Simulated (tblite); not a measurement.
C5H10FPSi.
Z-matrix (Å and degrees, GFN2-xTB geometry), rows numbered from 1:
```
C 
C   1  1.4928
C   2  1.3334  1  124.97
Si  3  1.8741  2  111.23  1  -179.87
F   4  1.6293  3  111.85  2  -120.81
P   4  2.2442  3  122.54  2   114.12
C   4  1.9049  3   91.44  2    -8.31
C   2  1.5052  1  117.12  3  -178.92
H   1  1.0897  2  110.30  3   126.43
H   1  1.0900  2  109.99  3  -115.11
H   1  1.0869  2  111.17  3     5.35
H   3  1.0779  2  121.62  1    -0.96
H   6  1.3846  4   94.05  3    57.63
H   6  1.3856  4   94.50  3   -35.27
H   7  1.0886  4  109.07  3  -103.72
H   7  1.0873  4  114.40  3   136.66
H   8  1.0943  2  107.76  1    71.41
H   8  1.0927  2  109.89  1   -44.64
```

All values are computed: GFN2-xTB (tblite) harmonic vibrations without scaling, gas phase. Errors from tens to a few hundred cm⁻¹ against measured bands are possible. Modes of hydrogen on phosphorus can be 10 to 20 % off. One conformer, not necessarily the lowest.

Harmonic wavenumbers (cm⁻¹): 54.1, 73.2, 79.8, 115.2, 126.3, 153.2, 177.8, 243.9, 330.5, 347.0, 425.0, 508.0, 532.0, 678.7, 705.8, 717.1, 726.4, 779.4, 795.5, 842.0, 882.3, 919.2, 1010.1, 1015.0, 1064.6, 1124.8, 1131.3, 1137.5, 1189.9, 1244.2, 1258.6, 1331.3, 1397.7, 1463.8, 1474.2, 1476.3, 1486.1, 1664.2, 2292.4, 2373.7, 2935.2, 2966.4, 2998.4, 3004.3, 3013.0, 3020.7, 3046.5, 3089.5.

A = 2366, B = 833.4, C = 804.5 MHz; mass 148.027 u (most abundant isotopes); point group C1, symmetry number 1.

Zero-point energy?

Half the sum of the wavenumbers: 29711 cm⁻¹ = 84.95 kcal/mol.

What is S at 200 K and 1 bar for an ideal gas of classical rigid rotors and harmonic oscillators?

Translation 38.93, rotation 28.50, vibration 22.24: S = 89.7 cal/(mol K).

And Cp and H(200 K) − H(0)?

Cp = 30.02 cal/(mol K), of which vibrations give 22.07 (their classical limit is 48 R = 95.4); H(200 K) − H(0) = 3.98 kcal/mol without the zero-point energy, 2.39 from vibrations.

Which modes carry the vibrational entropy at 200 K?

54.1 cm⁻¹: 3.88; 73.2 cm⁻¹: 3.28; 79.8 cm⁻¹: 3.12; 115.2 cm⁻¹: 2.42; 126.3 cm⁻¹: 2.24; 153.2 cm⁻¹: 1.89 cal/(mol K); the other 42 give 5.41 together.

Blend soft modes into free rotors: weight 1/[1 + (100 cm⁻¹/ν̃)⁴] for the oscillator and the rest for a rotor with moment μB/(μ + B), μ = h/(8π²ν), B = 10⁻⁴⁴ kg m². What vibrational entropy results?

20.82 cal/(mol K) in place of 22.24, which changes −T·S at 200 K by +0.28 kcal/mol.

Hindered rotation and anharmonicity are outside this model. Other conformers, if any are populated, would add a mixing term that is left out. The structure is chiral; the term R ln 2 for an equal mix with its mirror image is left out.
